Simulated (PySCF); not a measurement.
**Question.** What does the PBE0-D3(BJ)/def2-SVP structure of `C[Si@@H](N)[SiH2]Br` look like in three dimensions?

**Answer.** 
Z-matrix in Å and degrees, rows numbered from 1:
```
C 
Si  1  1.8756
N   2  1.7359  1  109.73
Si  2  2.3448  1  112.86  3   114.53
Br  4  2.2536  2  104.81  1  -169.25
H   1  1.1002  2  110.64  3   -55.59
H   1  1.1021  2  110.52  3    64.24
H   1  1.1008  2  111.03  3  -176.54
H   2  1.5052  1  108.43  3  -127.88
H   3  1.0154  2  119.48  1   -55.78
H   3  1.0160  2  117.42  1   166.36
H   4  1.4942  2  113.91  1   -52.54
H   4  1.4942  2  115.02  1    73.47
```

Si2 (SiH silicon) is distorted tetrahedral (angles from 103.2° to 116.2°). Of the pairs four or more bonds apart, Br5···H11 is among the closest relative to their van der Waals radii: 3.14 Å, 103 % of the sum of Bondi's values. N3 (silicon-bound nitrogen) is pyramidal (angles 119.5°, 117.4° and 110.3°, sum 347.2°, 0.25 Å off the plane of its three neighbours). Si4 (SiH2 silicon) is distorted tetrahedral (angles from 104.8° to 115.0°).

Computed with PBE0-D3(BJ)/def2-SVP geometry optimisation, gas phase (PySCF 2.14.0).

Point group: C1 (no symmetry element, even within 0.4 Å). No PBE0-D3(BJ)/def2-SVP frequencies stand behind this structure, so it isn't proved a minimum. The numbers are those of one conformer (C1–Si2–N3–H -56° and 166°, C1–Si2–Si4–Br5 -169°).

Hardware: one thread, Arm Neoverse V1 (aarch64), on a shared host. Cost: 58 s, 0.53 GiB resident at most. That covers the optimisation of the geometry.
